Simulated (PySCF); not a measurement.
Geometry:
```json
{"atom": "C1", "x (Å)": "3.399", "y (Å)": "0.100", "z (Å)": "0.948"}
{"atom": "Si2", "x (Å)": "2.247", "y (Å)": "-0.492", "z (Å)": "-0.439"}
{"atom": "P3", "x (Å)": "0.221", "y (Å)": "-0.783", "z (Å)": "0.494"}
{"atom": "C4", "x (Å)": "-0.326", "y (Å)": "0.992", "z (Å)": "0.632"}
{"atom": "C5", "x (Å)": "-1.846", "y (Å)": "1.053", "z (Å)": "0.816"}
{"atom": "C6", "x (Å)": "-2.551", "y (Å)": "0.525", "z (Å)": "-0.413"}
{"atom": "O7", "x (Å)": "-3.267", "y (Å)": "1.214", "z (Å)": "-1.095"}
{"atom": "C8", "x (Å)": "-2.269", "y (Å)": "-0.925", "z (Å)": "-0.737"}
{"atom": "C9", "x (Å)": "-0.780", "y (Å)": "-1.131", "z (Å)": "-1.036"}
{"atom": "H10", "x (Å)": "3.133", "y (Å)": "1.096", "z (Å)": "1.289"}
{"atom": "H11", "x (Å)": "4.431", "y (Å)": "0.128", "z (Å)": "0.613"}
{"atom": "H12", "x (Å)": "3.345", "y (Å)": "-0.566", "z (Å)": "1.804"}
{"atom": "H13", "x (Å)": "2.254", "y (Å)": "0.480", "z (Å)": "-1.545"}
{"atom": "H14", "x (Å)": "2.668", "y (Å)": "-1.795", "z (Å)": "-0.963"}
{"atom": "H15", "x (Å)": "0.167", "y (Å)": "1.439", "z (Å)": "1.499"}
{"atom": "H16", "x (Å)": "-0.038", "y (Å)": "1.558", "z (Å)": "-0.258"}
{"atom": "H17", "x (Å)": "-2.165", "y (Å)": "2.084", "z (Å)": "0.987"}
{"atom": "H18", "x (Å)": "-2.132", "y (Å)": "0.445", "z (Å)": "1.678"}
{"atom": "H19", "x (Å)": "-2.871", "y (Å)": "-1.216", "z (Å)": "-1.601"}
{"atom": "H20", "x (Å)": "-2.556", "y (Å)": "-1.541", "z (Å)": "0.119"}
{"atom": "H21", "x (Å)": "-0.603", "y (Å)": "-2.167", "z (Å)": "-1.335"}
{"atom": "H22", "x (Å)": "-0.472", "y (Å)": "-0.480", "z (Å)": "-1.859"}
```

All values are calculated (PySCF 2.14): shielding tensors at PBE0/pcSseg-1 (GIAO), geometry: GFN2-xTB. Non-relativistic Hamiltonian, averaged over atoms made equivalent by symmetry, fast rotation or ring inversion, no solvent, one conformer.

Predict the 2D correlation tables (HSQC, COSY, HMBC).

## Answers



HSQC (one-bond C–H):
```
                    δH            δC
2.57 (H17/H18/H19/H20)  46.0 (C5/C8)
1.96 (H15/H16/H21/H22)  28.5 (C4/C9)
    0.28 (H10/H11/H12)     -8.3 (C1)
```

COSY cross peaks (H two or three bonds apart, from the bond graph; peaks can be absent where the dihedral angle is near 90°):
```
                    δH                      δH
        4.23 (H13/H14)      0.28 (H10/H11/H12)
2.57 (H17/H18/H19/H20)  1.96 (H15/H16/H21/H22)
```

HMBC (two and three bonds, from the bond graph):
```
                    δH                                      δC
        4.23 (H13/H14)                 28.5 (C4/C9), -8.3 (C1)
2.57 (H17/H18/H19/H20)  214.4 (C6), 46.0 (C5/C8), 28.5 (C4/C9)
1.96 (H15/H16/H21/H22)  214.4 (C6), 46.0 (C5/C8), 28.5 (C4/C9)
```

Chemical shifts δ = σref − σ; 1H, 13C vs TMS, all at this level.

Shifts are as computed. Against solution values, carbons near 30 ppm lie about +3 ppm off and those near 130 ppm about +5 ppm. Of 1211 compounds with measured shifts, 218 miss one by over three times the rms of a fit or turn the order of signals round; such compounds aren't used in these exercises.
